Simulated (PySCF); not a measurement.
Compound: SbMe3, C3H9Sb.
Cartesian coordinates in Å at the PBE0-D3(BJ)/def2-SVP level; atoms count from 1:
```
atom  x, y, z in Å
Sb1    0.0279   -0.0077    1.2050
C2     1.8433   -0.0178    0.0132
H3     2.4714    0.8428    0.2842
H4     1.5954    0.0345   -1.0566
H5     2.4111   -0.9386    0.2107
C6    -0.9021    1.5921    0.0688
H7    -0.8210    1.3862   -1.0086
H8    -0.4048    2.5468    0.2941
H9    -1.9638    1.6768    0.3423
C10   -0.9305   -1.5869    0.0619
H11   -2.0084   -1.5963    0.2799
H12   -0.5093   -2.5630    0.3422
H13   -0.7785   -1.4213   -1.0150
```

Method: PBE0-D3(BJ)/def2-SVP geometry optimisation, gas phase, def2 core potentials past Kr in PySCF.

**Question.** Which atoms are bound to Sb1, and at what distances?

**Answer.** 3 atoms: C6 2.171 Å, C2 2.172 Å, C10 2.172 Å. The nearest atom not counted as bound is H11, at 2.74 Å (others tie with it).

**Question.** List the angles at Sb1.

**Answer.** 
| angle | degrees | distance of the outer atoms (Å) |
| --- | --- | --- |
| C2–Sb1–C10 | 94.4 | 3.19 |
| C2–Sb1–C6 | 94.3 | 3.18 |
| C6–Sb1–C10 | 94.1 | 3.18 |

**Question.** What is the shape at Sb1?

**Answer.** Pyramidal: angles 94.4°, 94.3° and 94.1°, sum 282.7°, 1.16 Å off the plane of its three neighbours.

**Question.** What are the other bond lengths?

**Answer.** C2–H3 and 8 like bonds 1.100 Å.

Point group: near C3v, missed by 0.13 Å at most; the miss may be what the optimiser left on a soft mode (C3 holds within 0.08 Å). Charge 0, singlet. No PBE0-D3(BJ)/def2-SVP frequencies stand behind this structure, so it isn't proved a minimum.

The run took 28 s of wall time on an Arm Neoverse V1 with one thread, on a shared host, and the process peaked at 0.45 GiB of memory. This is the geometry optimisation.
